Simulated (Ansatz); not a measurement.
Cl2H2NOSi, SMILES `N[Si]([O])(Cl)Cl` radical, relaxed with UKS PBE-D4/def2-SVP in the Gaussian-basis code of Ansatz from a rough embedded geometry. The force threshold is 0.03 eV/Å; the program also tests the step.

Total charge 0; spin multiplicity 2.

Start:

```xyz
7

N    -0.482    0.019   -1.148
Si    0.188   -0.155    0.536
O     0.582    1.393    1.127
Cl   -1.200   -0.961    1.758
Cl    1.917   -1.339    0.539
H     0.271    0.424   -1.711
H    -1.276    0.618   -1.101
```

(1) How much energy does the relaxation release, and in how many steps? (An estimate is asked.)

(2) Which bonds change most? (Best estimate.)

(3) Give the relaxed structure. (An estimate is asked.)

## Answers

(1) Ansatz gave: 0.37 eV, in 5 steps.

(2) Computed: Si2–O3 from 1.704 to 1.621 Å; N1–Si2 from 1.821 to 1.760 Å; Si2–Cl4 from 2.017 to 2.062 Å; Si2–Cl5 from 2.095 to 2.062 Å.

(3) Ansatz gave: 
```xyz
7

N    -0.386    0.131   -0.999
Si    0.238   -0.112    0.629
O     0.555    1.433    1.008
Cl   -1.232   -1.045    1.734
Cl    1.859   -1.379    0.495
H     0.266    0.393   -1.747
H    -1.301    0.579   -1.120
```
